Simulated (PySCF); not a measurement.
**Radial density of N³⁺ (nitrogen, charge +3)**

wB97X, [He] 2s2, closed-shell 1S. Computed with PySCF 2.14 in aug-cc-pVQZ with one added diffuse shell each of s, p, d, f, g type (7s6p5d4f3g, 105 functions), with the non-relativistic Hamiltonian (point nucleus).

```json
{"r (bohr)": "0.00356", "4πr²ρ (e/bohr)": "0.03216"}
{"r (bohr)": "0.00599", "4πr²ρ (e/bohr)": "0.08781"}
{"r (bohr)": "0.0101", "4πr²ρ (e/bohr)": "0.2348"}
{"r (bohr)": "0.0169", "4πr²ρ (e/bohr)": "0.6031"}
{"r (bohr)": "0.0285", "4πr²ρ (e/bohr)": "1.453"}
{"r (bohr)": "0.0479", "4πr²ρ (e/bohr)": "3.134"}
{"r (bohr)": "0.0806", "4πr²ρ (e/bohr)": "5.631"}
{"r (bohr)": "0.136", "4πr²ρ (e/bohr)": "7.457"}
{"r (bohr)": "0.228", "4πr²ρ (e/bohr)": "5.926"}
{"r (bohr)": "0.383", "4πr²ρ (e/bohr)": "2.223"}
{"r (bohr)": "0.645", "4πr²ρ (e/bohr)": "1.568"}
{"r (bohr)": "1.08", "4πr²ρ (e/bohr)": "1.854"}
{"r (bohr)": "1.82", "4πr²ρ (e/bohr)": "0.4257"}
{"r (bohr)": "3.07", "4πr²ρ (e/bohr)": "0.006548"}
{"r (bohr)": "5.16", "4πr²ρ (e/bohr)": "2.978e-05"}
```
